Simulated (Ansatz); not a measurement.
Reaction (ligand exchange at the Si–C bond): `C/[C]([AlH2])=C\[SiH3]` + `[NH2][Al]([NH2])[F]` → `[NH2][Al]([F])[NH][SiH3]` + `C=[C](C)[AlH2]`

Isolated molecules relaxed with PBE0-D4/def2-TZVP in Ansatz; ΔE leaves out vibrations. CCSD(T)/CBS adds triple-zeta CCSD(T) − MP2 to the extrapolated MP2 energy (def2 sets, frozen cores). This one scheme is used for every species. Functionals use def2-TZVPP. One conformer a species, not always the lowest.

CCSD(T)/CBS gives -0.65 eV.

(1) Another level gave -0.63 eV. Which?
A. PBE-D4/def2-TZVPP
B. r2SCAN-D4/def2-TZVPP
C. CCSD/def2-TZVPP
D. HF/def2-TZVPP

Largest T1 diagnostic among the species: 0.012.

Results:

(1) B. r2SCAN-D4 -0.63, PBE-D4 -0.55, CCSD/def2-TZVPP -0.69, HF/def2-TZVPP -0.80 eV.

From PBE to PBE0 (25 % exact exchange), in def2-TZVPP and without D4, ΔE moves by −0.04 eV. In def2-TZVPP, CCSD(T) changes the Hartree–Fock value by +0.14 eV (the triples alone add +0.02 eV) and MP2 by +0.13 eV.
